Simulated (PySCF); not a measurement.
## Electric field gradients and quadrupole coupling constants

Compound: C5H10NP.
Geometry (GFN2-xTB, Å), atoms numbered from 1 in this order:
```
atom  x, y, z in Å
C1    -1.8437   -0.6501    0.2801
C2    -1.2571    0.5497   -0.4637
N3     0.0835    0.8955   -0.0361
C4     0.2432    1.4731    1.1324
P5     0.4280    2.1995    2.5020
C6     1.2399    0.3265   -0.6976
C7     1.6993   -1.0003   -0.0929
H8    -1.8082   -0.4701    1.3524
H9    -1.2904   -1.5597    0.0614
H10   -2.8792   -0.7978   -0.0151
H11   -1.8970    1.4215   -0.2892
H12   -1.2289    0.3523   -1.5390
H13    2.0559    1.0526   -0.6208
H14    0.9943    0.1947   -1.7555
H15    0.9535   -1.7780   -0.2368
H16    2.6248   -1.3198   -0.5651
H17    1.8752   -0.8775    0.9737
```

Field gradients from the PBE0/pcSseg-1 density (PySCF, non-relativistic), principal values in atomic units, ordered |Vxx| ≤ |Vyy| ≤ |Vzz|:

| atom | Vxx | Vyy | Vzz |
| --- | --- | --- | --- |
| N3 | 0.5402 | 0.5472 | -1.0874 |

Problem. Find the asymmetry η = (Vxx − Vyy)/Vzz and the couplings χ = eQV/h (234.96 MHz × Q in barn × V in au), with Q(14N) = 0.02044 b.

Solution. 
```
atom             environment  nucleus     η  χzz (MHz)  χxx (MHz)  χyy (MHz)
  N3  nitrogen bonded to 3 C      14N  0.01      -5.22       2.59       2.63
```

The gradient is axial or nearly so (η below 0.05) at N3. The tensor is traceless: Vxx + Vyy + Vzz = 0.

Problem. What is Vzz at N3 in SI units (1 au = 9.71736 × 10²¹ V/m²)?

Solution. -1.0874 au = -10.567 × 10²¹ V/m².

Were the hydrogens deuterons (Q(2H) = 0.00286 b), χzz would run from 194 kHz (H11 and H13) to 213 kHz (H10, H9, H16 and H15).

One conformer (not necessarily the lowest) at the GFN2-xTB geometry, without solvent, vibrations or thermal averaging. GFN2-xTB frequencies show an imaginary mode (41i cm⁻¹), so this geometry is no minimum at that level. GFN2-xTB bond lengths can be off by several hundredths of an ångström, more for odd bonds, and the gradients follow them. The basis is small and wasn't made for field gradients, so the couplings can be 20 % off.

These values come from a run that also computed NMR shieldings. The run took about 60 s of CPU time (one thread, shared machine).
